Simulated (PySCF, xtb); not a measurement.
Zn(OH) (HOZn), SMILES [OH][Zn+], charge +1.

xtb with GFN2-xTB at its own geometry gives an orbital gap of 2.45 eV.

The structure is a stationary point at B3LYP-D3(BJ)/def2-TZVP. The spin state was assumed, not searched. The isomer is the one that the SMILES or the coordinates give; other isomers of the formula were not compared.

**Question.** What does r2SCAN/def2-TZVPD run with PySCF give? (Estimate from the structure and the level; the computed values follow.)

**Answer.** gap 2.04 eV (levels -13.70 and -11.66 eV).
